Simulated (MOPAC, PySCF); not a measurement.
CH₅NSi, SMILES `N[C][SiH3]` (lower singlet), neutral singlet in the gas phase. This singlet lies 1.14 eV below the relaxed triplet at the level frozen-core CCSD(T)/cc-pVTZ // PBE0-D3(BJ)/def2-TZVP (Ansatz).

Z-matrix (Å, degrees):
```
C
N 1 1.2944
H 2 1.0161 1 120.50
H 2 1.0245 3 113.29 1 179.95
Si 1 1.8732 2 116.61 3 179.98
H 5 1.4859 1 107.52 2 -121.29
H 5 1.4860 6 109.30 1 116.49
H 5 1.5048 6 108.57 7 118.28
```
Charge 0, multiplicity 1.

All levels are single points at this geometry (PBE0-D3(BJ)/def2-TZVP); Pople sets use spherical d functions. Orbital energies aren't observables, and empty levels follow the basis.

B3LYP/6-311+G** in PySCF gives dipole (D) = 3.09.

Estimate the dipole (D) from each of these levels: PBE-D3(BJ)/def2-TZVP in PySCF; PBE0-D3(BJ)/def2-TZVP in PySCF; B3LYP/3-21G in PySCF; B3LYP/6-31G* in PySCF; B3LYP/LANL2DZ in PySCF; M06-2X/6-31G* in PySCF; PBE/6-31G* in PySCF; SVWN5/6-31G* in PySCF; HF/3-21G in PySCF; HF/STO-3G in PySCF; AM1 in MOPAC; PM6 in MOPAC.


| level | dipole (D) |
|---|---|
| PBE-D3(BJ)/def2-TZVP in PySCF | 3.06 |
| PBE0-D3(BJ)/def2-TZVP in PySCF | 3.10 |
| B3LYP/3-21G in PySCF | 3.22 |
| B3LYP/6-31G* in PySCF | 3.12 |
| B3LYP/LANL2DZ in PySCF | 3.18 |
| M06-2X/6-31G* in PySCF | 3.15 |
| PBE/6-31G* in PySCF | 3.16 |
| SVWN5/6-31G* in PySCF | 3.20 |
| HF/3-21G in PySCF | 3.16 |
| HF/STO-3G in PySCF | 2.47 |
| AM1 in MOPAC | 2.95 |
| PM6 in MOPAC | 3.88 |
